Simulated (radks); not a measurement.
The numbers below are computed, except where a source is named.
Ionisation of the cadmium ion Cd3+, [Kr] 4d9, to Cd4+, [Kr] 4d8, under several functionals. Non-relativistic Kohn-Sham, spin-polarised, spherical densities, point nucleus; open shells are filled with parallel spins first (spin-orbit coupling, left out, can overturn this in heavy ions); a radial shooting solver on a logarithmic mesh with Libxc functionals.

functional,E(Cd3+) (hartree),Exc (hartree),IE (eV),-e(HOMO) (eV),<r> HOMO (bohr),IE error (eV)
exchange-only PBE,-5462.28145,-147.21839,52.640,44.637,1.197,+1.640
BP86,-5465.72510,-150.71910,54.114,46.046,1.189,+3.114
exchange-only LDA,-5455.60120,-140.45518,52.451,44.456,1.196,+1.451
PW91,-5465.54762,-150.53960,54.123,46.053,1.190,+3.123
exchange-only r2SCAN,-5462.79778,-147.79850,52.806,44.884,1.189,+1.806
TASK exchange with Perdew-Wang LDA correlation,-5464.03042,-149.08885,54.245,46.261,1.174,+3.245
revPBE,-5464.95088,-149.94087,53.952,45.883,1.189,+2.952

NIST Atomic Spectra Database: 51 eV (theoretical). Closest: exchange-only LDA. The Delta-SCF values span 1.79 eV, the total energies 10.12 hartree. The highest occupied level is 4d. Relativity is left out here, which matters for elements this heavy. Open shells are spherical and high-spin; term and fine-structure splittings are not resolved.
